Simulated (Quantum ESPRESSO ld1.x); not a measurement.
Results of a calculation; reference values are marked as such.
Question: All-electron atom: Sb25+ in [Ar] 3d8. Level of theory: Dirac Kohn-Sham, LDA (Slater exchange, Perdew-Zunger correlation), spin-unpolarised, spherical densities, point nucleus; open shells are shared between the two j in proportion to 2j + 1 (ld1.x of Quantum ESPRESSO 7.5).

Spin-orbit splittings of the eigenvalues, e(l+1/2) - e(l-1/2), with zeta = 2 splitting/(2l+1) and mean radii in bohr:

shell  occ.  splitting (eV)  zeta (eV)  <r> j=l-1/2  <r> j=l+1/2
2p        6               ?          ?       0.1030       0.1084
3p        6           50.70      33.80       0.3090       0.3191
3d        8           10.99      4.395       0.2859       0.2890

Estimate the 2p splitting.

Answer: 252.9 eV (zeta = 168.6 eV).
